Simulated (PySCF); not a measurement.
**Computed vibrations of [Tl(NH2)2]−**

[Tl(NH2)2]− (singlet). PySCF 2.14.0, RKS PBE0, Tl def2-SVP with ECP60, N def2-SVP, H def2-SVP; non-relativistic Hamiltonian with scalar-relativistic core potentials where named; density fitting; no spin-orbit coupling. Central differences of gradients.

```xyz
7

Tl    0.0000    0.0000    0.0000
N     0.0000    0.0000    2.5222
H     0.5684    0.5684    3.1697
H    -0.5684   -0.5684    3.1697
N     0.0000    0.0000   -2.5222
H     0.5684   -0.5684   -3.1697
H    -0.5684    0.5684   -3.1697
```

Run from Python with OMP_NUM_THREADS=2. Where DIIS fails, smearing, a level shift and second-order steps follow.
It took 13 s on 2 threads of Intel(R) Xeon(R) 6975P-C (Granite Rapids) (shared host).

Q: What are the harmonic wavenumbers and infrared intensities?

A: Modes are labelled in D2d; negative numbers are unstable modes, those under 60 cm⁻¹ near the noise; a finer grid moves soft modes by up to 10 cm⁻¹.
```csv
cm⁻¹,km/mol,symmetry
-233,–,e
-233,–,e
11,0.0,e
11,0.0,e
203,247.5,b2
293,0.0,b1
301,0.0,a1
320,210.4,e
320,210.4,e
1496,36.1,b2
1502,0.0,a1
3337,664.0,b2
3353,0.0,a1
3448,69.8,e
3448,69.8,e
```

Q: Is this a minimum?

A: No: 2 unstable; the lowest moves the atoms so:
```
Tl  -0.02  0.01  0.00
N    0.06 -0.01  0.00
H    0.26 -0.32  0.09
H    0.26 -0.32 -0.09
N    0.14 -0.13  0.00
H   -0.10  0.20 -0.50
H   -0.10  0.20  0.50
```
